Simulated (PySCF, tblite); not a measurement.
Isomers of C5H7ClF2O. Level: GFN2-xTB in tblite, geometry and Hessian alike; calculated harmonic values, unscaled, isolated species. Against measured fundamentals such values can be off by several per cent, at times by over 20. One conformer each.

Electronic energies: PBE0/pcSseg-1 single points on the GFN2-xTB geometries (PySCF, gas phase).

```csv
SMILES,"electronic energy, lowest = 0 (kcal/mol)"
C=C[C@@H](OCF)[C@H](F)Cl,26.2
FC[C@@H]1O[C@@H](F)[C@H]1CCl,14.7
FCO[C@@H]1C[C@@H](Cl)[C@@H]1F,21.3
CC[C@@H](F)[C@H](F)C(=O)Cl,0.0
```

Question: How do GFN2-xTB zero-point energies change the relative energies?

Answer: 
```json
{"SMILES": "CC[C@@H](F)[C@H](F)C(=O)Cl", "ZPE (kcal/mol)": "71.6", "of it from modes above 1550 cm⁻¹": "32.5", "electronic (kcal/mol)": "0.0", "with ZPE, lowest = 0 (kcal/mol)": "0.0", "lowest mode (cm⁻¹)": "37", "rings": "0"}
{"SMILES": "FC[C@@H]1O[C@@H](F)[C@H]1CCl", "ZPE (kcal/mol)": "72.4", "of it from modes above 1550 cm⁻¹": "29.7", "electronic (kcal/mol)": "14.7", "with ZPE, lowest = 0 (kcal/mol)": "15.5", "lowest mode (cm⁻¹)": "42", "rings": "1"}
{"SMILES": "FCO[C@@H]1C[C@@H](Cl)[C@@H]1F", "ZPE (kcal/mol)": "72.4", "of it from modes above 1550 cm⁻¹": "29.8", "electronic (kcal/mol)": "21.3", "with ZPE, lowest = 0 (kcal/mol)": "22.1", "lowest mode (cm⁻¹)": "37", "rings": "1"}
{"SMILES": "C=C[C@@H](OCF)[C@H](F)Cl", "ZPE (kcal/mol)": "70.6", "of it from modes above 1550 cm⁻¹": "32.6", "electronic (kcal/mol)": "26.2", "with ZPE, lowest = 0 (kcal/mol)": "25.2", "lowest mode (cm⁻¹)": "41", "rings": "0"}
```

The zero-point energies span 1.8 kcal/mol, from `C=C[C@@H](OCF)[C@H](F)Cl` to `FCO[C@@H]1C[C@@H](Cl)[C@@H]1F`. The order is unchanged.

Question: And how do the electronic energies of GFN2-xTB itself compare?

Answer: `CC[C@@H](F)[C@H](F)C(=O)Cl` 0.0; `FC[C@@H]1O[C@@H](F)[C@H]1CCl` 5.0; `FCO[C@@H]1C[C@@H](Cl)[C@@H]1F` 3.5; `C=C[C@@H](OCF)[C@H](F)Cl` 19.8 kcal/mol, lowest = 0. Against the energies above, taken from the same isomer `CC[C@@H](F)[C@H](F)C(=O)Cl`, the largest difference is 17.8 kcal/mol.

Question: What do entropy and thermal enthalpy add at 298.15 K and 1 bar (rigid rotor, harmonic oscillator, one conformer each)?

Answer: 
```
                       SMILES  point group  symmetry number  S (cal/(mol K))  H − H(0) (kcal/mol)  ZPE + H − H(0) − TS (kcal/mol)
   CC[C@@H](F)[C@H](F)C(=O)Cl           C1                1            101.6                 6.97                            48.3
 FC[C@@H]1O[C@@H](F)[C@H]1CCl           C1                1             97.5                 6.33                            49.7
FCO[C@@H]1C[C@@H](Cl)[C@@H]1F           C1                1             96.5                 6.27                            49.9
     C=C[C@@H](OCF)[C@H](F)Cl           C1                1            103.2                 7.00                            46.9
```
